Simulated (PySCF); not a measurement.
Computed IR spectrum (relative IR intensity) of a molecule C₂H₆O₃Si. The structure is a stationary point at PBE-D3(BJ)/def2-SVP. Other conformers were not sampled. Calculation: PBE-D3(BJ)/def2-SVP (PySCF). Frequencies are harmonic and unscaled.

ν (cm⁻¹): 107 (vw), 219 (w), 293 (m), 375 (w), 634 (m), 728 (w), 758 (m), 825 (s), 871 (vs), 889 (w), 898 (w), 954 (s), 976 (w), 1010 (vw), 1257 (s), 1337 (s), 1386 (w), 1394 (vw), 1753 (s), 2192 (m), 2252 (m), 3771 (m) (against the strongest line: vs over 80 %, s over 45 %, m over 15 %, w over 4 %, vw less)

**Question.** Which structure fits?
A. CO[Si@H](O)C=O
B. O=C[Si@H](O)CO
C. CC(=O)O[SiH2]O
D. O[Si]1(O)COC1

**Answer.** C, CC(=O)O[SiH2]O
